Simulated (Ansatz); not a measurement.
Input for Ansatz (a program for electronic structure): U-B2PLYP/def2-TZVPP on Cl (SMILES [Cl]).

Ansatz 0.2 input:
```yaml
crystal:
  periodic: [false, false, false]
  atoms:
    - {symbol: Cl, position_ang: [0.00000000, 0.00000000, 0.00000000]}
basis:
  gaussian:
    orbitals: def2-TZVPP
hamiltonian:
  xc: {name: B2PLYP}
magnetization: {spin_polarized: true, initial_magnetization: 1}
correlation: {electrons: outside_noble_gas}
```

Output:

```
WARN ansatz: RAYON_NUM_THREADS=4 ignored (pool sized by the plan → 4); use --threads N
Functional definition: B2PLYP
integrals: 0.01 GiB planned
244 factors; integrals over basis functions are off by at most 1.6e-4 eV
mean field: 0.10 GiB planned
mean field evaluation 1: about -12516.3008 eV, gradient 4.8e0 eV
mean field evaluation 2: about -12516.3024 eV, gradient 4.8e0 eV
mean field evaluation 4: about -12516.4214 eV, gradient 2.5e-1 eV
mean field evaluation 8: about -12516.4225 eV, gradient 2.5e-3 eV
mean field -12516.42248711 eV, -459.9700424654 hartree, gradient 4.0e-6 eV, S^2 0.755238; 0 other end points of the search recorded, 0 dependent functions left out
5 core orbitals not correlated
reference -12516.42258577 eV, -459.9700460912 hartree; 4, 3 occupied and 33, 34 virtual orbitals, 244 factors
second order -5.23540623 eV of doubles, -0.00000000 eV of singles
Total energy: -12517.83614545 eV, -460.0219934514 hartree
```

The run converged.

Cost: about 0.9 core-seconds (a rough figure).
